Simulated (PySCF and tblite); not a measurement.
Results of a calculation; reference values are marked as such.
Conformers and averaged properties: C3H5BrO, numbered as in [O:1]=[CH:2][CH2:3][CH2:4][Br:5]

Search: ETKDG and KDG, MMFF94s, GFN2-xTB, 90 starts; geometries at PBE0-D3(BJ)/def2-SVP. Energies: PBE0-D3(BJ)/def2-TZVP, with GFN2-xTB thermal terms (modes under about 100 cm⁻¹ blended into free rotors). Symmetry numbers and mirror images are counted. Conformers within 4 kcal/mol (GFN2-xTB free energy) were kept, 7 at most. GIAO shieldings: PBE0/pcSseg-1. Couplings: B3LYP/pcSseg-1 with pcJ-1 on H (gas phase; spin-dipole term only for pairs with B, N, F, Si or P). Shifts are against TMS (¹H), TMS (¹³C) at the same level. Run with PySCF (density fitting) and tblite.

Torsions listed: O1–C2–C3–C4, C2–C3–C4–Br5. Of a mirror pair one member is shown.

| conformer | shape | symmetry | E(GFN2) kcal/mol | E(DFT) kcal/mol | G(298.15 K) kcal/mol | weight % | dipole D |
| --- | --- | --- | --- | --- | --- | --- | --- |
| 1 | -1°, 180° | Cs | 0.00 | 0.00 | 0.00 | 54.0 | 1.93 |
| 2 | 12°, 76° | C1 (pair) | 1.35 | 0.75 | 0.42 | 26.3 | 3.52 |
| 3 | -153°, 63° | C1 (pair) | 1.62 | 1.30 | 0.97 | 10.5 | 3.39 |
| 4 | 151°, 67° | C1 (pair) | 1.20 | 1.75 | 1.42 | 4.9 | 2.40 |
| 5 | 126°, 174° | C1 (pair) | 1.61 | 1.97 | 1.50 | 4.3 | 1.65 |

Weights (%) against temperature:

```tsv
T (K)	1	2	3	4	5	S(mix) cal/mol/K
180	77.2	17.5	3.6	1.0	0.8	1.72
230	65.9	22.8	6.7	2.5	2.1	2.39
298.15	54.0	26.3	10.5	4.9	4.3	3.03
330	49.7	27.1	11.9	6.0	5.4	3.23
400	42.6	27.7	14.2	8.1	7.5	3.56
```

Averaged shifts at 298.15 K. ¹H: 9.75 (H2, 1H), 3.46 (H4, 2H), 2.64 (H3, 2H) ppm. ¹³C: 202.2 (C2), 51.0 (C3), 34.7 (C4) ppm.

Coordinates of conformer 1 (Å):

```xyz
10

O     1.559    1.175    0.895
C     1.460    0.176    0.235
C     0.186   -0.293   -0.412
C    -0.985    0.616   -0.124
Br   -2.606   -0.025   -0.978
H     2.346   -0.486    0.055
H    -0.011   -1.326   -0.071
H     0.370   -0.382   -1.498
H    -0.810    1.632   -0.496
H    -1.196    0.676    0.951
```

Coordinates of conformer 2 (Å):

```xyz
10

O     1.381    1.234    0.820
C     1.393    0.247    0.137
C     0.168   -0.569   -0.191
C    -1.132    0.110    0.165
Br   -1.586    1.506   -1.110
H     2.352   -0.156   -0.280
H     0.267   -1.510    0.386
H     0.200   -0.872   -1.251
H    -1.060    0.605    1.141
H    -1.976   -0.590    0.161
```

Thermal terms of a conformer that GFN2-xTB lacks, or places elsewhere, come from the nearest GFN2-xTB minimum; such a conformer stays in the set even outside the window. Spin–orbit effects of the heavy atoms on shieldings are missing. At a carbon that bears Br the missing effect is some 10 ppm, beside I tens of ppm. Shifts are unscaled: against experiment ¹³C can be off by 15 ppm or more and ¹H by 0.8 ppm.

Search and properties took 2.5 min on 1 thread of Arm Neoverse V1, shared host (rough), launched as `OMP_NUM_THREADS=1 python ens_run.py task.json out`.
